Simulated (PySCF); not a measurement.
## Excitation energy of Pm⁺ by level of theory

Pm⁺ [Xe] 4f5 6s1 (high-spin determinant) → Pm⁺ [Xe] 4f5 6p1 (high-spin determinant), as a difference of total energies. Computed with PySCF 2.14 in cc-pVDZ-X2C (8s7p5d3f1g, 84 functions), with the spin-free X2C one-electron Hamiltonian (Gaussian nucleus). Correlated levels: valence: [Kr] 4d10 frozen. The calculations carry no spin-orbit coupling.

| method | excitation energy (eV) |
| --- | --- |
| UHF | 2.694 |
| MP2 (valence) | 2.983 |
| SCS-MP2 (valence) | 2.898 |
| CCSD (valence) | 2.907 |
| CCSD(T) (valence) | 2.905 |

Question: How much does correlation contribute at CCSD(T) (valence)?

Answer: 2.905 − (2.694) = 0.211 eV, measured against UHF.

A first-order spin-orbit estimate (lowest level to lowest level, LS coupling) adds -0.060 eV.

The basis was made for the ground configuration and has no added diffuse functions, so the excitation energy can come out too high.

The determinant of the lower state and of the upper state mixes LS terms, which raises its energy above the lowest term, most at the Hartree-Fock and MP2 levels.
